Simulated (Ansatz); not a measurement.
Reaction (SMILES): BrCl (Cl-Br) → Br atom + Cl atom
B3LYP-D3(BJ)/def2-TZVP geometries, fixed; electronic energies without zero-point terms.

Basis-set convergence of the atomisation energy at B2PLYP with Ansatz (an electronic-structure program). Cartesian d functions, on some or all atoms, in 6-311G**; all else is spherical. Cores are frozen (with 3d on Ga to Br). Open shells are unrestricted. No added dispersion term, no relativity. Functions are those of the species that has most. Reference: the value in aug-cc-pV(5+d)Z, 53.83 kcal/mol, itself unsure by roughly 0.28 kcal/mol (its mean distance from pcseg-4, aug-pcseg-3, aug-cc-pV(Q+d)Z).

```csv
basis,functions,atomisation energy (kcal/mol)
STO-3G,27,55.10
pcseg-0,35,___
pcseg-1,45,44.74
cc-pV(D+d)Z,50,46.17
def2-SVP,50,46.15
aug-pcseg-1,63,___
def2-SVPD,68,___
6-311G**,71,44.34
def2-TZVP,85,51.61
def2-TZVPD,103,52.16
def2-TZVPPD,108,___
cc-pV(Q+d)Z,132,53.18
pcseg-3,132,53.31
def2-QZVPP,159,53.25
aug-cc-pV(Q+d)Z,182,53.43
aug-pcseg-3,182,53.45
cc-pV(5+d)Z,204,53.68
aug-cc-pV(5+d)Z,276,53.83
```

### Question
Some entries are withheld; supply them.

### Answer

- pcseg-0, atomisation energy (kcal/mol): 26.30
- aug-pcseg-1, atomisation energy (kcal/mol): 45.61
- def2-SVPD, atomisation energy (kcal/mol): 45.51
- def2-TZVPPD, atomisation energy (kcal/mol): 52.18
